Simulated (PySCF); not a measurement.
PySCF input file for C₂H₉NOSi, SMILES CO[Si@H](C)N, HF/pcSseg-1. Geometry: PBE-D3(BJ)/def2-SVP. The structure was generated by enumeration; whether it is a known compound was not checked. Other conformers were not sampled.

```python
import numpy as np
from pyscf import gto, scf, dft
from pyscf.prop.nmr import rhf as nmr

mol = gto.M(
    atom='''
    C     1.97909803   -0.05951785    0.67467267
    O     1.23085466   -0.07441624   -0.52337595
    Si   -0.45596819   -0.05920729   -0.52594513
    C    -1.15431556    1.55336168    0.14913197
    N    -1.07465468   -1.33541745    0.47787495
    H     1.53571480   -0.72203068    1.45373310
    H     2.05908286    0.96712353    1.10461746
    H     3.00964331   -0.41514368    0.46278676
    H    -0.75750562   -0.22519695   -1.98703813
    H    -2.25415637    1.60720533    0.01418040
    H    -0.70440958    2.41795476   -0.37914543
    H    -0.93500092    1.66547359    1.23107019
    H    -1.02230217   -2.31877410    0.20830802
    H    -1.82046088   -1.16752067    1.15377474
    ''',
    basis='pcSseg-1',
    charge=0,
    spin=0,
    max_memory=1600,
    verbose=3,
)
mf = scf.RHF(mol)
mf.conv_tol = 1e-10
mf.max_cycle = 100
mf.kernel()
n = nmr.NMR(mf)
n.verbose = 2
n.max_cycle_cphf = 60
sigma = n.kernel()
print('atom   isotropic/ppm   span/ppm')
for i, s in enumerate(sigma):
    w = np.linalg.eigvalsh((s + s.T) / 2)
    print(f'{mol.atom_symbol(i):2s}{i + 1:3d} {w.mean():14.3f} {w[2] - w[0]:11.3f}')
```

Output:

```
converged SCF energy = -499.243112840237
atom   isotropic/ppm   span/ppm
C   1        143.882      65.750
O   2        327.330      91.957
Si  3        412.926      42.140
C   4        192.098      12.408
N   5        248.803      59.132
H   6         27.794       9.950
H   7         28.346      10.731
H   8         27.977      11.465
H   9         27.282       9.259
H  10         31.495      11.787
H  11         31.276      12.152
H  12         31.244       9.982
H  13         30.763      20.049
H  14         30.806      17.986
```

Self-consistency was reached.
